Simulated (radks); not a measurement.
Results of a calculation; reference values are marked as such.
Effect of the nuclear size on the mercury ion Hg5+, [Xe] 4f14 5d7. Code: a radial shooting solver on a logarithmic mesh with Libxc functionals. Model: Dirac Kohn-Sham, exchange-only LDA, spin-unpolarised, spherical densities, finite nucleus; open shells are shared between the two j in proportion to 2j + 1; Fermi nuclear charge, rms radius 5.4648 fm. The rms radius is varied about that value; shifts are against it.

rms radius (fm)  total energy shift (eV)  density at nucleus (e/bohr^3)  1s1/2 shift (meV)  2s1/2 shift (meV)  5s1/2 shift (meV)  5p1/2 shift (meV)  5d5/2 shift (meV)  6s1/2 (empty) shift (meV)  6p1/2 (empty) shift (meV)
4.6287                             -30.5                      2.478e+06             -12200              -1820              -21.9             -0.348              0.476                      -4.29                     -0.150
5.2517                             -8.06                      2.352e+06              -3230               -481              -5.78             -0.092              0.126                      -1.13                     -0.040
5.4648                                 0                      2.314e+06              0.000              0.000              0.000              0.000              0.000                      0.000                      0.000
5.6998                              9.11                      2.274e+06               3650                544               6.53              0.105             -0.142                       1.28                      0.045
6.5359                              43.3                       2.15e+06              17300               2580               31.0              0.502             -0.675                       6.08                      0.214

Slopes of the eigenvalues against <r^2> in GHz/fm^2, as finite differences over the two radii next to the reference (eigenvalue slopes, not the field-shift constants of lines): 1s1/2 339000, 2s1/2 50500, 5s1/2 606, 5p1/2 9.71, 5d5/2 -13.2, 6s1/2 (empty) 119, 6p1/2 (empty) 4.17.
